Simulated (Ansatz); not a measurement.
Mulliken charges of `C[O][Ge]([OH])[Cl]` radical from ωB97M-V/def2-TZVPP in Ansatz (PBE0-D4/def2-TZVP geometry).

```csv
atom,x (Å),y (Å),z (Å),charge (e)
C1,0.654,-1.295,0.415,-0.172
O2,-0.275,-0.493,-0.285,-0.398
Ge3,-0.761,1.118,0.284,0.684
O4,-1.562,1.817,-1.129,-0.387
Cl5,1.009,2.300,0.724,-0.268
H6,1.549,-0.732,0.696,0.119
H7,0.949,-2.108,-0.253,0.125
H8,0.210,-1.733,1.315,0.119
H9,-1.773,1.125,-1.766,0.179
```

Question: By hand: the dipole of these point charges (1 e Å = 4.8032 D).

Answer: Σ q r = (-0.179, -0.491, 0.371) e Å, of length 0.641 e Å = 3.08 D.

Question: How does the dipole of the full density compare? (An estimate is asked.)

Answer: The calculation gave: (-0.101, -0.492, 0.102) e Å, 2.46 D; the point charges give 1.25 times that, at 25° from its direction.

Point charges leave out the atoms' own dipoles, such as those of lone pairs, and Mulliken's split depends on the basis, so the two needn't agree.
